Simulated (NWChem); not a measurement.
Species: Si2H4OF2; SMILES O[Si@@H](F)[SiH2]F

```xyz
9

O     -1.1425    -1.7207    -0.3348
Si     0.0359    -0.8318     0.4119
F      1.5068    -1.4073     0.0160
Si    -0.2189     1.3197    -0.4740
F      0.8329     2.3167     0.2770
H     -1.2890    -2.6284    -0.0508
H     -0.0479    -0.9383     1.8975
H      0.0733     1.3359    -1.9362
H     -1.5976     1.8348    -0.2294
```
Atoms are numbered in this order, from 1.

All runs: NWChem. All runs use the structure optimised with PBE0/def2-SVP. Level: PBE0/def2-SVP with SMD (1 M gas to 1 M solution), gas-phase geometry. Reactions with the solvent are ignored.

Task: Predict the results for solvent water. Quantities: solvation free energy (kcal/mol); cavity-dispersion-structure term (kcal/mol); dipole in solution (D).

Result: 
```yaml
solvation free energy (kcal/mol): -3.5
cavity-dispersion-structure term (kcal/mol): 3.9
dipole in solution (D): 3.10
```
